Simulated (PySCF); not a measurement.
C₃H₈O₂Si, SMILES CO[Si@H](O)C=C.

Geometry optimised at PBE0-D3(BJ)/def2-SVP. The structure was generated by enumeration; whether it is a known compound was not checked. One conformer was computed; it need not be the lowest.

These are r2SCAN/def2-TZVP in PySCF values and carry that method's errors.

Gas-phase values at a fixed geometry.

Problem. Estimate the frontier levels, gap, dipole moment and polarisability. (An estimate is asked for; the answer gives what the named calculation found.)

Solution. 
```
Item                                                                                                           Result
---------------------------------------------------------------------------------------------  ----------------------
highest occupied level                                                                                       -6.88 eV
lowest empty level                                                                                           -1.40 eV
orbital gap                                                                                                   5.48 eV
dipole moment                                                                                                  1.19 D
quadrupole, principal values (traceless, Buckingham form, about the centre of nuclear charge)   -6.63, 0.21, 6.41 D·Å
mean static polarisability                                                                      67.6 bohr³ (10.02 Å³)
polarisability, principal values                                                               54.3, 68.8, 79.7 bohr³
```
